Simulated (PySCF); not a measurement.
## BeS: frontier orbitals

PBE0 at R = 1.745 Å; basis Be def2-TZVP, S def2-TZVP; no relativity; PySCF 2.14. State: ¹Σ⁺ (singlet), closed shell. Only the outer orbitals are listed, counted within each symmetry.

```tsv
orbital	occ.	ε (eV)	on Be (%)	main shells (%)
5σ	2	-17.93	18	81 S s, 9 Be s
6σ	2	-8.59	30	62 S p, 26 Be s
2π	2	-6.82	21	78 S p, 20 Be p
2π	2	-6.82	21	78 S p, 20 Be p
7σ	0	-3.95	92	50 Be s, 42 Be p
3π	0	-0.42	83	80 Be p, 15 S p
3π	0	-0.42	83	80 Be p, 15 S p
```

Task: Which are the highest filled and the lowest empty level, where do they sit, and how wide is the gap?

Result: Highest filled 2π at -6.82 eV (in %: 78 S p, 20 Be p); lowest empty 7σ at -3.95 eV (in %: 50 Be s, 42 Be p); the gap at PBE0 is 2.87 eV.

The bond order (Mayer) is 2.47. The ⟨S²⟩ is 0.000. The charge on Be (Mulliken, basis-dependent) is 0.19, the charge on Be (Löwdin, basis-dependent) is -0.11 and the dipole moment (positive dipole means Be(−)S(+)) is -5.34 D. The polarisability along the bond is 56.4 bohr³. The polarisability across the bond is 39.4 bohr³.
